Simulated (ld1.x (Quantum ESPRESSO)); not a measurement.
## u(r) = r·R(r): atom against pseudo-atom (thallium)

Columns: radius, all-electron u(r) and pseudo u(r) of the 5d shell (level -15.48 eV) of thallium in the configuration [Xe] 4f14 5d10 6s2 6p1; PBEsol, scalar-relativistic, TM scheme, ld1.x (Quantum ESPRESSO) 7.5.

```
r (bohr)  all-electron  pseudo
   0.158        0.1504  0.0131
   0.315       -0.4604  0.0941
   0.473       -0.2027  0.2703
   0.630        0.3078  0.5063
   0.788        0.6911  0.7333
   0.945        0.8872  0.8849
   1.102        0.9442  0.9401
   1.260        0.9171  0.9163
   1.418        0.8462  0.8462
   1.575        0.7580  0.7580
   1.732        0.6664  0.6664
   1.890        0.5781  0.5781
   2.047        0.4979  0.4979
   2.205        0.4261  0.4261
   2.362        0.3636  0.3636
   2.520        0.3090  0.3090
   2.678        0.2621  0.2621
   2.835        0.2222  0.2222
   2.992        0.1883  0.1883
   3.150        0.1592  0.1592
   3.308        0.1345  0.1345
   3.465        0.1137  0.1137
   3.622        0.0961  0.0961
   3.780        0.0811  0.0811
   3.938        0.0684  0.0684
   4.095        0.0578  0.0578
```

**Question.** How many radial nodes do the two functions have?

**Answer.** The all-electron 5d function has n − l − 1 = 2; the pseudo-wave has 0, since the states of the same l below it are removed with the core.

**Question.** At about which radius was the pseudo-wave matched?

**Answer.** 1.55 bohr, where the columns begin to agree (steps of 0.16 bohr).

**Question.** Where does each function peak?

**Answer.** Outermost all-electron maximum near 1.10 bohr, pseudo maximum near 1.10 bohr (to the table’s step).

**Question.** Is the pseudo-wave norm-conserving?

**Answer.** Yes: the TM scheme keeps the norm inside the radius equal to the all-electron one, which fixes the energy derivative of the logarithmic derivative at the level.
